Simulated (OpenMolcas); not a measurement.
**Multiplet structure of O II**

```json
{
  "Program": "OpenMolcas",
  "Method": "SS-CASPT2, IPEA 0.25 Eh, imaginary shift 0.1 Eh (closed shells correlated: 1s)",
  "Basis": "ANO-RCC-VQZP [5s4p3d2f1g]",
  "Scalar Hamiltonian": "DKH2, point nucleus",
  "Active space": "5 electrons in 4 orbitals (2s 2p)",
  "State averaging": "2S+1 = 4 odd, 1 root; 2S+1 = 2 odd, 8 roots; 2S+1 = 4 even, 3 roots; 2S+1 = 2 even, 9 roots",
  "Spin-orbit coupling": "RASSI with atomic mean-field integrals over the reference wave functions, term energies averaged over their components"
}
```

Spin-free terms above the lowest, with the occupations of the reference:

```tsv
Configuration	Term	E (cm-1)	Occupations
2s2 2p3	4S*	0.0	2s 2.00 2p 3.00
2s2 2p3	2D*	27170	2s 2.00 2p 3.00
2s2 2p3	2P*	40550	2s 1.94 2p 3.06
2s 2p4	4P	120310	2s 1.00 2p 4.00
2s 2p4	2D	167900	2s 1.00 2p 4.00
2s 2p4	2S	199190	2s 1.00 2p 4.00
2s 2p4	2P	218950	2s 1.00 2p 4.00
```

With spin-orbit coupling, above the lowest level:

| Configuration | Term | J | E (cm-1) | Measured (cm-1) | Term weight % |
| --- | --- | --- | --- | --- | --- |
| 2s2 2p3 | 4S* | 3/2 | 0.0 | 0.0 | 100 |
| 2s2 2p3 | 2D* | 3/2 | 27170 | 26831 | 100 |
| 2s2 2p3 | 2D* | 5/2 | 27180 | 26811 | 100 |
| 2s2 2p3 | 2P* | 3/2 | 40560 | 40468 | 100 |
| 2s2 2p3 | 2P* | 1/2 | 40560 | 40470 | 100 |
| 2s 2p4 | 4P | 5/2 | 120220 | 119837 | 100 |
| 2s 2p4 | 4P | 3/2 | 120370 | 120000 | 100 |
| 2s 2p4 | 4P | 1/2 | 120460 | 120083 | 100 |
| 2s 2p4 | 2D | 3/2 | 167900 | 165996 | 100 |
| 2s 2p4 | 2D | 5/2 | 167910 | 165988 | 100 |
| 2s 2p4 | 2S | 1/2 | 199190 | 195710 | 100 |
| 2s 2p4 | 2P | 3/2 | 218890 | 212594 | 100 |
| 2s 2p4 | 2P | 1/2 | 219070 | 212762 | 100 |

Against the 12 measured excited levels shown (NIST Handbook of Basic Atomic Spectroscopic Data) the mean absolute deviation is 1800 cm-1; the largest miss in energy is 2s 2p4 2P 1/2: computed 219070, measured 212762 cm-1 (+3.0 %).

CASPT2 breaks the degeneracy within a term, and the mean is taken; among the terms shown or strongly mixed into the levels shown the widest spread is 340 cm-1 (2s 2p4 2D). Computed and measured levels are paired by configuration, term and J; levels that our copy of the source lacks, or whose pairing is in doubt (as where it misses far off the trend of its configuration), stay unpaired and out of the deviations. Levels of configurations outside the active space are missing. The first state left out of the spin-orbit step lies near 350000 cm-1 above the lowest spin-free state of the reference (among the parities and spins computed), and the list stops at four fifths of that energy or lower.

The term weight is that of the spin-free term in the level, not the purity of its configuration. * marks odd parity.
